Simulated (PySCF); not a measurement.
## Radial density of Rh³⁺ (rhodium, charge +3)

r2SCAN, [Kr] 4d6, high-spin 5D determinant. Computed with PySCF 2.14 in def2-TZVP with the def2 core potential (28 electrons) (6s4p3d1f, 40 functions), with a scalar-relativistic core potential. This is the valence pseudo-density: the core potential removes the inner electrons and smooths the orbitals near the nucleus.

```csv
r (bohr),4πr²ρ (e/bohr),4πr²(ρα − ρβ)
0.0359,1.081e-05,0.0000
0.0604,4.761e-05,0.0000
0.102,0.0003427,0.0001
0.171,0.004121,0.0015
0.288,0.07844,0.0251
0.484,2.037,0.3982
0.814,13.65,2.5908
1.37,9.029,2.9629
2.30,1.032,0.5542
3.87,0.01533,0.0078
6.51,2.820e-05,0.0000
```

Energies and moments cover only the electrons outside the core potential.
